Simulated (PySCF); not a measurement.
This PySCF input asks for the NMR shieldings of SMILES C(=C\[P@](=C)(C)CP)/C, C$_{6}$H$_{14}$P$_{2}$; the geometry comes from GFN2-xTB.

```python
import basis_set_exchange as bse
import numpy as np
from pyscf import gto, dft
from pyscf.prop import nmr

atoms = """
C     1.418421   -0.157651   -1.795091
P     0.595607   -0.119833   -0.296599
C     0.648830   -1.782018    0.430581
C    -1.106244    0.475479   -0.008006
C    -2.191211   -0.294349   -0.027039
C    -3.592402    0.212806   -0.020397
C     1.562001    0.930400    0.847967
P     3.338594    0.468384    0.527044
H     0.893123   -0.810888   -2.493373
H     1.503860    0.846956   -2.213614
H     0.126356   -1.809093    1.385855
H     0.199734   -2.490753   -0.263555
H     1.702005   -2.033694    0.557186
H    -1.207441    1.556972   -0.058943
H    -2.086310   -1.372147   -0.020991
H    -4.117026   -0.134894   -0.910955
H    -3.619134    1.299829    0.001953
H    -4.130078   -0.173467    0.845550
H     1.287492    0.687558    1.879337
H     1.368027    1.990041    0.667085
H     3.542346    1.369026   -0.507465
H     3.853036    1.360723    1.472621
"""
names = dict.fromkeys(["C", "P", "H"], "pcSseg-1")
basis = {el: gto.basis.parse(bse.get_basis(n, elements=[el], fmt="nwchem")) for el, n in names.items()}
mol = gto.M(atom=atoms, basis=basis, charge=0, verbose=0)
mf = dft.RKS(mol, xc="PBE0")
mf.grids.level = 2
mf.grids.alignment = dft.numint.BLKSIZE   # the property module wants whole blocks of grid points
mf.conv_tol = 1e-9
mf.kernel()

calc = nmr.RKS(mf)   # GIAO
C = mf.mo_coeff
Co = C[:, mf.mo_occ > 0]
resp = mf.gen_response(singlet=True, hermi=2)
def vind(x):   # induced exchange potential for any number of trial vectors
    d = np.einsum("pi,xij,qj->xpq", C, 2 * x.reshape(-1, C.shape[1], Co.shape[1]), Co, optimize=True)
    return np.einsum("xpq,pi,qj->xij", resp(d - d.transpose(0, 2, 1)), C, Co, optimize=True).ravel()
mo1, _ = nmr.rhf.solve_mo1(calc, with_cphf=vind)
sigma = calc.kernel(mo1)
for i, s in enumerate(sigma):   # ppm
    print("%2d %-2s %9.2f" % (i, mol.atom_pure_symbol(i), np.trace(s) / 3))
```

Q: Give the expected output.

A: 
```
 0 C     178.12
 1 P     321.60
 2 C     175.05
 3 C      42.85
 4 C      42.98
 5 C     162.25
 6 C     169.94
 7 P     530.39
 8 H      31.95
 9 H      31.85
10 H      30.94
11 H      30.09
12 H      29.49
13 H      25.85
14 H      25.62
15 H      29.68
16 H      29.92
17 H      29.68
18 H      30.44
19 H      29.13
20 H      28.98
21 H      28.96
```

These numbers come from an equivalent density-fitted implementation of the same equations, which agrees with the script to about 0.01 ppm for H and up to a few tenths of a ppm for heavy atoms, so last digits may differ.

Q: Turn these shieldings into chemical shifts. Chemical shifts δ = σref − σ; TMS for 13C (186.93 ppm) and 1H (31.72 ppm); H3PO4 for 31P (318.38 ppm), all at this level.

A: Averaging equivalent atoms: C 3: 144.1; C 4: 143.9; C 5: 24.7; C 6: 17.0; C 2: 11.9; C 0: 8.8; P 1: -3.2; P 7: -212.0; H 14: 6.10; H 13: 5.86; H 20/21: 2.75; H 19: 2.59; H 15/16/17: 1.96; H 10/11/12: 1.54; H 18: 1.28; H 8/9: -0.18 ppm. Experimental scales use liquid or dissolved standards, which lie at an offset from isolated H3PO4.

Size and cost of the density-fitted run: 220 basis functions, 44 s wall time on 1 thread of an Arm Neoverse V1, shared host.
